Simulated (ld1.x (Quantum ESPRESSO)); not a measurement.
What the settings do to the RRKJ potential of Sc

Base potential:

ld1.x (Quantum ESPRESSO) 7.5 input, shortened:

```
&input
   title='Sc', zed=21., rel=1, dft='PBE', iswitch=3,
   config='[Ar] 3d1 4s2 4p0'
 /
 &inputp
   pseudotype=2, tm=.false., lloc=0,
   nlcc=.false.
 /
3
3P  2  1   6.00   0.00  1.20  1.20  0.0
3D  3  2   1.00   0.00  2.00  2.00  0.0
3S  1  0   2.00   0.00  1.20  1.20  0.0
 &test
   configts(1)='3s2 3p6 3d1 4s2 4p0'
 /
```

Occupied shells without a wave of their own: 4s. They enter only through the test configuration that unscreens the potential.

All-electron outer shells of the reference configuration (PBE, scalar-relativistic, ld1.x):

```tsv
shell	level (eV)	outermost node (bohr)	outermost maximum (bohr)
2s	-474.33	0.10	0.28
2p	-388.26	–	0.23
3s	-55.04	0.42	0.92
3p	-33.63	0.39	0.97
4s	-4.18	1.33	3.14
3d	-3.23	–	1.10
4p	-1.47	1.49	4.03
```

Cutoffs, loose and tight: the cutoffs (Ry, on a coarse ladder) from which the occupation-weighted sum of valence levels, in a spherical-Bessel basis at the reference potential, stays within 10 and 1 mRy of its value at 400 Ry. They do not see the model core or the augmentation charge, which bear on the density cutoff. Test errors are all-electron minus pseudo excitation energies from the reference, over the configurations 3s2 3p6 3d1 4s1 4p0; 3s2 3p6 3d1 4s0 4p0; 3s2 3p6 3d0 4s0 4p0; 3s2 3p6 3d1 4s0 4p1; 3s2 3p6 3d1 4s1.5 4p0; 3s2 3p6 3d0 4s2 4p1; 3s2 3p6 3d2 4s1 4p0. A dash means not determined; rows that change the core or the reference have their own tests.

| change | outcome | cutoff, loose | cutoff, tight | bound ghosts | largest test error (meV) |
| --- | --- | --- | --- | --- | --- |
| base | generated | 100 Ry | 160 Ry | none | -224 |
| wave 3d (bound): rc 2.00 bohr becomes 3d (bound): rc 1.26 bohr | generated | 100 Ry | 160 Ry | none | -342 |
| wave 3d (bound): rc 2.00 bohr becomes 3d (bound): rc 1.52 bohr | generated | 100 Ry | 160 Ry | none | -322 |
| wave 3d (bound): rc 2.00 bohr becomes 3d (bound): rc 1.72 bohr | generated | 100 Ry | 160 Ry | none | -300 |
| wave 3d (bound): rc 2.00 bohr becomes 3d (bound): rc 2.10 bohr | generated | 100 Ry | 160 Ry | none | -223 |
| wave 3d (bound): rc 2.00 bohr becomes 3d (bound): rc 2.38 bohr | generated | 100 Ry | 160 Ry | none | -226 |
| wave 3d (bound): rc 2.00 bohr becomes 3d (bound): rc 2.60 bohr | generated | 100 Ry | 160 Ry | none | +308 |
| wave 3d (bound): rc 2.00 bohr becomes 3d (bound): rc 2.80 bohr | generated | 100 Ry | 160 Ry | none | +397 |
| wave 3d (bound): rc 2.00 bohr becomes 3d (bound): rc 2.98 bohr | generated | 100 Ry | 160 Ry | none | +466 |

Reading the sweep of the d radius (base included, trends over the rows without a ghost): The loose cutoff stays near 100 Ry. The median size of the test errors (rows with all tests solved) is not monotonic: lowest 82.0 meV at 1.26 bohr, highest 172.5 meV at 2.98 bohr.
